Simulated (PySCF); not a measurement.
Orbital picture of ZnBr⁺

PBE0 at R = 2.198 Å; Zn def2-TZVPPD, Br def2-TZVPPD; no relativity (PySCF 2.14). State: ¹Σ⁺ (singlet), closed shell. Only the outer orbitals are listed, counted within each symmetry.

| orbital | occ. | ε (eV) | on Zn (%) | main shells (%) |
| --- | --- | --- | --- | --- |
| 6π | 2 | -23.13 | 99 | 100 Zn d |
| 6π | 2 | -23.13 | 99 | 100 Zn d |
| 2δ | 2 | -23.06 | 100 | 100 Zn d |
| 2δ | 2 | -23.06 | 100 | 100 Zn d |
| 13σ | 2 | -23.04 | 93 | 93 Zn d |
| 14σ | 2 | -16.41 | 46 | 52 Br p, 40 Zn s |
| 7π | 2 | -14.23 | 6 | 94 Br p |
| 7π | 2 | -14.23 | 6 | 94 Br p |
| 15σ | 0 | -10.75 | 77 | 52 Zn s, 24 Zn p, 20 Br p |
| 8π | 0 | -6.44 | 94 | 94 Zn p |
| 8π | 0 | -6.44 | 94 | 94 Zn p |

Question: Which are the highest filled and the lowest empty level, where do they sit, and how wide is the gap?

Answer: Highest filled 7π at -14.23 eV (in %: 94 Br p); lowest empty 15σ at -10.75 eV (in %: 52 Zn s, 24 Zn p, 20 Br p); the gap at PBE0 is 3.48 eV.

- bond order (Mayer): 1.44
- ⟨S²⟩: 0.000
- charge on Zn (Mulliken, basis-dependent): 0.76
- charge on Zn (Löwdin, basis-dependent): 0.81
- dipole moment (positive dipole points towards Br; it is taken about the centre of mass and depends on that origin): -6.61 D
- polarisability along the bond: 54.9 bohr³
- polarisability across the bond: 29.3 bohr³
